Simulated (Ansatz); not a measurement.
Mulliken charges of `O[Si](Cl)(Br)Br` from r2SCAN/def2-TZVPP in Ansatz (PBE0-D4/def2-TZVP geometry).

| atom | x (Å) | y (Å) | z (Å) | charge (e) |
| --- | --- | --- | --- | --- |
| O1 | -0.772 | 0.354 | 1.054 | -0.364 |
| Si2 | 0.195 | 0.064 | -0.211 | 0.679 |
| Cl3 | 1.885 | -0.910 | 0.363 | -0.197 |
| Br4 | -0.825 | -1.185 | -1.710 | -0.177 |
| Br5 | 0.709 | 2.011 | -1.057 | -0.152 |
| H6 | -1.151 | -0.399 | 1.514 | 0.211 |

Q: By hand: the dipole of these point charges (1 e Å = 4.8032 D).

A: Σ q r = (-0.163, -0.086, 0.184) e Å, of length 0.260 e Å = 1.25 D.

Q: How does the dipole of the full density compare? (Best estimate.)

A: The calculation gave: (-0.164, -0.188, 0.203) e Å, 1.54 D; the point charges give 0.81 times that, at 17° from its direction.

Point charges leave out the atoms' own dipoles, such as those of lone pairs, and Mulliken's split depends on the basis, so the two needn't agree.
